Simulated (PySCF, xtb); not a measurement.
C2H8InN, SMILES [InH2][N](C)C.

Harmonic wavenumbers (cm⁻¹) from GFN2-xTB (xtb) at its own minimum, in rising order: 130, 149, 192, 252, 255, 267, 351, 370, 457, 566, 954, 1052, 1089, 1112, 1193, 1219, 1403, 1409, 1443, 1457, 1462, 1491, 1498, 1555, 2824, 2825, 2884, 2890, 2910, 2911.

What does B3LYP-D3(BJ)/def2-SVP run with PySCF give at its own minimum? (The exact figures need the calculation; the answer reports its results.)

159, 206, 224, 260, 293, 297, 405, 487, 517, 563, 1000, 1085, 1112, 1155, 1234, 1275, 1433, 1447, 1454, 1456, 1479, 1497, 1790, 1803, 2933, 2941, 2971, 2979, 3093, 3094. Paired by order, the mean absolute difference is 69 cm⁻¹ and the zero-point energies are 55.1 and 58.1 kcal/mol.
